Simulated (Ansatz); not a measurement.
YCl3, SMILES [Cl][Y]([Cl])[Cl].

Geometry: B3LYP-D3(BJ)/def2-SVP. The isomer is the one that the SMILES or the coordinates give; other isomers of the formula were not compared. The def2 effective core potentials stand for the cores of Y; spin–orbit coupling is left out.

Two levels are set side by side: PBE/def2-SVPD (Ansatz, a first-principles code) and CAM-B3LYP/def2-SVPD (Ansatz). Energy differences of separate SCF runs at the same geometry; the states with an electron removed or added have multiplicity 2 and 2. Differences are taken from unrounded values.

```csv
quantity,CAM-B3LYP,PBE,PBE minus CAM-B3LYP
vertical ionisation energy (eV),11.46,10.49,-0.97
vertical electron affinity (eV),1.58,1.54,-0.05
vertical singlet–triplet gap (eV),5.27,4.37,-0.90
```
